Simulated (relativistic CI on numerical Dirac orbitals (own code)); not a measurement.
**How well does a small relativistic CI reproduce In2+?**

Computed by Dirac-Coulomb-Breit CI, KLI orbitals optimised for each configuration, QED by a radiative potential, valence Slater integrals scaled by 0.85, P86 correlation energy added to each configuration (own radial code, finite nucleus).

Configurations in the expansion (outside the closed core [Kr]): 4d10.5s, 4d10.5p, 4d10.5d, 4d10.6s, 4d9.5s2, 4d10.6p, 4d10.4f, 4d10.7s, 4d10.6d, 4d10.7p, 4d10.5f, 4d9.5s.4f, 4d10.5g, 4d8.5s.5p2, 4d9.5s.5p, 4d10.8s. Levels of other configurations are missing.

| Configuration | Term (tabulated) | J | Measured (cm⁻¹) | Computed | Error | Purity (%) |
| --- | --- | --- | --- | --- | --- | --- |
| 4d10.5s | 2S | 1/2 | 0.0 | 0 | 0 | 100 |
| 4d10.5p | 2P° | 1/2 | 57181.1 | 55096 | -2085 | 100 |
| 4d10.5p | 2P° | 3/2 | 61523.2 | 58990 | -2534 | 100 |
| 4d9.5s2 | 2D | 5/2 | 115568.7 | 120775 | 5206 | 58 |
| 4d9.5s2 | 2D | 3/2 | 122414.8 | 129016 | 6601 | 96 |
| 4d10.6s | 2S | 1/2 | 126874.2 | 120888 | -5987 | 100 |
| 4d10.5d | 2D † | 3/2 | 128452.8 | 121798 | -6655 | 96 |
| 4d10.5d | 2D † | 5/2 | 128742.5 | 123630 | -5112 | 58 |
| 4d10.6p | 2P° | 1/2 | 144583.6 | 138305 | -6278 | 100 |
| 4d10.6p | 2P° | 3/2 | 145922.6 | 139507 | -6416 | 100 |
| 4d10.4f | 2F° | 5/2 | 161968.8 | 157951 | -4017 | 99 |
| 4d10.4f | 2F° | 7/2 | 161976.8 | 157936 | -4040 | 100 |
| 4d10.7s | 2S | 1/2 | 169429.8 | 162682 | -6747 | 100 |
| 4d10.6d | 2D | 3/2 | 170531.8 | 164010 | -6521 | 100 |
| 4d10.6d | 2D | 5/2 | 170715.3 | 164165 | -6551 | 100 |
| 4d10.8s | 2S | 1/2 | 189369.6 | 182630 | -6739 | 100 |

Measured levels from Moore, Atomic Energy Levels, vol. III, NSRDS-NBS 35 (1971 reprint of NBS Circular 467, 1958); pairs were made by configuration, J and term (by order where the table uses no LS term), so strongly mixed levels may be paired wrongly. The analysis dates from before 1960.

Mean error by configuration (cm⁻¹): 4d10.5p -2309; 4d9.5s2 5904; 4d10.6s -5987; 4d10.6p -6347; 4d10.4f -4029; 4d10.7s -6747; 4d10.6d -6536; 4d10.8s -6739. Over the excited levels the mean absolute error is 5363 cm⁻¹ (15 of the 17 excited levels that our extract of the source holds in range could be paired, and the others can miss by more), and the median relative error of those above 1,000 cm⁻¹ is 4 %. † marks terms whose computed intervals miss the measured ones by more than a factor of 2.5, or configurations far off the rest, from wrong mixing, a near crossing or a doubtful label or measurement; they are left out of the means.
